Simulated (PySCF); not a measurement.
SMILES Cl/[C]=C/Cl, doublet (PBE0/def2-SVP optimised geometry):

```
5

Cl     2.138    -1.007     0.000
C      0.473    -1.007     0.000
C     -0.449    -0.063     0.000
Cl    -2.138    -0.418     0.000
H     -0.209     1.007     0.000
```

Computed with unrestricted PBE0/def2-TZVP (PySCF 2.14.0).

Question: What are the frontier orbital energies (α orbitals alone; a β orbital can be the lowest empty one) and the dipole moment?

Answer: HOMO-2 -9.22 eV, HOMO-1 -7.66 eV, HOMO -7.51 eV, LUMO -0.58 eV, LUMO+1 0.17 eV; dipole moment 1.32 D.

On the same geometry PySCF with unrestricted PBE/def2-TZVP gives HOMO-2 -7.73 eV, HOMO-1 -6.30 eV, HOMO -6.13 eV, LUMO -1.52 eV, LUMO+1 -0.98 eV; dipole moment 1.36 D.

Meta-Löwdin charges at PBE0/def2-TZVP: Cl1 0.10, C2 -0.08, C3 -0.16, Cl4 -0.02, H5 0.15.
